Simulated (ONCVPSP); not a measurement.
**Before and after: ONCV potential for Pb (Z = 82)**

```json
{
  "Element": "lead (Pb)",
  "Generator": "ONCVPSP 4.0.1",
  "Type": "optimised norm-conserving Vanderbilt (ONCV)",
  "Functional": "PBE",
  "Relativity": "scalar-relativistic",
  "Frozen core": "[Kr] 4d10 4f14",
  "Valence charge": "22",
  "Reference configuration": "5s2 5p6 5d10 6s2 (charge +2)",
  "Partial waves": "5s+6s: rc 1.30 bohr, ncon 3, nbas 6, qcut 7.6 1/bohr, 2 projectors; 5p: rc 1.70 bohr, ncon 4, nbas 8, qcut 6.9 1/bohr, 2 projectors, debl 2.1 Ha; 5d: rc 1.55 bohr, ncon 3, nbas 8, qcut 8.6 1/bohr, 2 projectors, debl 3.5 Ha; f scattering state at 0.23 Ha: rc 1.70 bohr, ncon 3, nbas 8, qcut 6.9 1/bohr, 3 projectors, debl 1.7 Ha",
  "Local potential": "polynomial inside 1.00 bohr (lpopt 5, dvloc0 1 Ha)",
  "Core correction": "Teter function, fcfact 5, rcfact 1.3"
}
```

In the p channel the program set the typed energies aside and used -3.771, 0.050 Ha.

All-electron outer shells of the reference configuration (PBE, scalar-relativistic, ld1.x):

```json
{"shell": "5s", "level (eV)": "-160.93", "outermost node (bohr)": "0.45", "outermost maximum (bohr)": "0.79"}
{"shell": "4f", "level (eV)": "-149.69", "outermost node (bohr)": "–", "outermost maximum (bohr)": "0.35"}
{"shell": "5p", "level (eV)": "-102.61", "outermost node (bohr)": "0.49", "outermost maximum (bohr)": "0.88"}
{"shell": "5d", "level (eV)": "-37.85", "outermost node (bohr)": "0.52", "outermost maximum (bohr)": "1.07"}
{"shell": "6s", "level (eV)": "-27.44", "outermost node (bohr)": "1.01", "outermost maximum (bohr)": "1.93"}
```

Change: d: rc 1.14.

Cutoffs: the cutoffs (Ha) at which the residual kinetic energy of the hardest occupied pseudo-wave falls to 1 and 0.1 mHa per electron; they do not see the model core or the augmentation charge, which bear on the density cutoff. Errors are all-electron minus pseudo energies relative to the spin-unpolarised reference configuration.

Problem. How do hardness, ghosts and transferability respond?

Solution. The potential gets neither clearly harder nor softer (26 Ha and 55 Ha → 26 Ha and 55 Ha); both files keep a bound ghost (f); of the 4 tests that both files solve, the error grows in 2 and shrinks in 0 by more than 15 % and 0.3 meV (median size 8.2 → 9.7 meV).

| quantity | base | changed |
| --- | --- | --- |
| cutoff, loose | 26 Ha | 26 Ha |
| cutoff, tight | 55 Ha | 55 Ha |
| loose cutoff by channel | s 26 Ha, p 18 Ha, d 25 Ha | s 26 Ha, p 18 Ha, d 24 Ha |
| bound ghosts | f | f |
| GHOST(+) flags under 300 eV | s at 115.3 eV | s at 115.3 eV |
| error for 5s2 5p6 5d10 6s2 6p2, meV [ΔE -20.02 eV] | +8.8 | +10 |
| error for 5s2 5p6 5d10 6s2 6p1, meV [ΔE -13.44 eV] | +5.5 | +7.0 |
| error for 5s2 5p6 5d10 6s1, meV [ΔE 32.41 eV] | -15 | -15 |
| error for 5s2 5p6 5d10 6s2 6p1.5, meV [ΔE -17.53 eV] | +7.6 | +9.1 |
| s: phases at 1.32 bohr within 0.05 rad from the reference energy up to (Ha; the scan ends near 5) | 2.2 | 2.2 |
| p: phases at 1.72 bohr within 0.05 rad from the reference energy up to (Ha; the scan ends near 5) | to the end of the scan | to the end of the scan |
| f: phases at 1.72 bohr within 0.05 rad from the reference energy up to (Ha; the scan ends near 5) | n/a | n/a |
| rms error of d²Exc/dni dnj with the model core, mHa | 0.81 | 0.82 |

 A true bound ghost makes a file unfit for plane-wave use even where its test errors are small: the radial tests pick states by their node count and pass the ghost by.
